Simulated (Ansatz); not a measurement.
One geometry of In₂Se₃, several levels of theory.

```yaml
crystal:
  periodic: [false, false, false]
  atoms:
    - {symbol: In, position_ang: [1.028105, -0.703772, -0.021686]}
    - {symbol: In, position_ang: [-2.345458, -0.083654, -0.433005]}
    - {symbol: Se, position_ang: [-0.565969, -2.364694, -0.778105]}
    - {symbol: Se, position_ang: [2.157699, 1.350437, 0.762512]}
    - {symbol: Se, position_ang: [-0.274376, 1.801683, 0.470284]}
basis:
  gaussian: {orbitals: def2-TZVP, initial_orbitals: start.molden}
hamiltonian: {xc: {name: PBE-QIDH}}
scf: {omitted_lower_state_checks: [starts]}
```

The file start.molden holds the orbitals of an earlier run on this structure, at another level or in another basis.

```sh
$ ansatz run in.yaml --threads 4 --pin off --events-out ev --progress --plain --max-ram 4787MiB
```

It prints (some lines left out):

```
Functional definition: PBE-QIDH
1959 factors; integrals over basis functions are off by at most 6.4e-4 eV
mean field evaluation 1: about -206326.4426 eV, gradient 2.5e1 eV
mean field evaluation 2: about -206326.9577 eV, gradient 7.2e-1 eV
mean field evaluation 4: about -206327.2153 eV, gradient 1.2e-2 eV
mean field evaluation 8: about -206327.2154 eV, gradient 2.0e-6 eV
mean field -206327.21540324 eV, -7582.3853124594 hartree, gradient 5.7e-6 eV, S^2 0.000000; 0 other end points of the search recorded, 0 dependent functions left out
35 core orbitals not correlated: weight in the atoms' cores, before any rotation towards them, 1.000 or more for the frozen orbitals, at most 0.000 for the correlated occupied ones
reference -206327.21541645 eV, -7582.3853129451 hartree; 37, 37 occupied and 172, 172 virtual orbitals, 1959 factors
second order -41.33049816 eV of doubles, -0.00000000 eV of singles
Total energy: -206340.99224918 eV, -7582.8916022093 hartree
Checks for a lower state left out: starts
```

Run time 17 s (4 threads of Arm Neoverse V1 on a shared host), peak host memory 0.97 GiB.

The first input with `hamiltonian: {xc: r2scan, dispersion: d4}`, `output: {orbitals: {seedname: orbitals}}` (abridged; 11 s):

```
Functional definition: r2SCAN
mean field -206404.36707626 eV, -7585.2205841475 hartree, gradient 2.6e-5 eV, S^2 0.000000
Total energy: -206404.42911833 eV, -7585.2228641517 hartree
Checks for a lower state left out: starts
```

First input, but with `gaussian: {orbitals: def2-SVP, initial_orbitals: start.molden}`, `correlation: {method: ccsd_t}`, `output: {orbitals: {seedname: orbitals}}` and without the key `hamiltonian` (abridged; 59 s):

```
Functional definition: HF
mean field evaluation 16: about -206178.2742 eV, gradient 2.7e0 eV
mean field evaluation 32: about -206178.4827 eV, gradient 1.1e0 eV
mean field -206186.36011671 eV, -7577.2089761546 hartree, gradient 1.3e-6 eV, S^2 0.000000
35 core orbitals not correlated: weight in the atoms' cores, before any rotation towards them, 1.000 or more for the frozen orbitals, at most 0.000 for the correlated occupied ones
second order -22.99545176 eV of doubles, -0.00000000 eV of singles
cycle   1  -22.44340019 eV  change    5.5e-1 eV  update   1.4e-1
cycle   2  -23.11760357 eV  change   -6.7e-1 eV  update   4.5e-2
cycle   3  -23.25252509 eV  change   -1.3e-1 eV  update   2.8e-2
cycle   4  -23.21561647 eV  change    3.7e-2 eV  update   8.3e-3
cycle   5  -23.21601932 eV  change   -4.0e-4 eV  update   4.8e-3
cycle   6  -23.21885132 eV  change   -2.8e-3 eV  update   1.9e-3
cycle   7  -23.21776125 eV  change    1.1e-3 eV  update   9.8e-4
cycle   8  -23.21778209 eV  change   -2.1e-5 eV  update   3.6e-4
cycle   9  -23.21805949 eV  change   -2.8e-4 eV  update   1.4e-4
cycle  10  -23.21800522 eV  change    5.4e-5 eV  update   6.0e-5
perturbative correction -0.91727169 eV, -0.0337091128 hartree
Total energy: -206210.49539361 eV, -7578.0959312214 hartree
Checks for a lower state left out: starts
```

First input, but with `hamiltonian: {xc: {name: wB97X-V}}`, `output: {orbitals: {seedname: orbitals}}` (abridged; 24 s):

```
Functional definition: wB97X-V
mean field -206381.53512071 eV, -7584.3815252572 hartree, gradient 2.5e-5 eV, S^2 0.000000
Total energy: -206381.53511853 eV, -7584.3815251771 hartree
Checks for a lower state left out: starts
```

As the first input, with `hamiltonian: {xc: pbe, dispersion: d4}`, `output: {forces: true, orbitals: {seedname: orbitals}}` (abridged; 6.5 s):

```
Functional definition: PBE
mean field -206372.42777858 eV, -7584.0468366072 hartree, gradient 1.3e-5 eV, S^2 0.000000
Total energy: -206372.74556056 eV, -7584.0585148796 hartree
Atom 0 force    -0.174586     0.149176     0.010568 eV/Å
Atom 1 force     0.258768    -0.009343     0.042402 eV/Å
Atom 2 force     0.047945     0.203577     0.067782 eV/Å
Atom 3 force    -0.243225    -0.121189    -0.076052 eV/Å
Atom 4 force     0.111097    -0.222221    -0.044700 eV/Å
Dipole moment:    -0.091732    -0.186617    -0.069235 e Å
Checks for a lower state left out: starts
```

The first input with `hamiltonian: {xc: pbe0, dispersion: d4}`, `output: {orbitals: {seedname: orbitals}}` (abridged; 12 s):

```
Functional definition: PBE0
mean field -206378.23078632 eV, -7584.2600932083 hartree, gradient 2.0e-5 eV, S^2 0.000000
Total energy: -206378.50819131 eV, -7584.2702876537 hartree
Checks for a lower state left out: starts
```

Geometry: B3LYP-D4/def2-SVP.

In the def2 sets In takes a core potential; there is no spin–orbit coupling. Correlated methods freeze 35 core orbitals; core or outer-core shells of In, Se are correlated, in sets that lack core-valence functions. Another isomer (singlet) lies 0.25 eV lower at PBE0-D4/def2-TZVP; other spin states weren't run for this one.
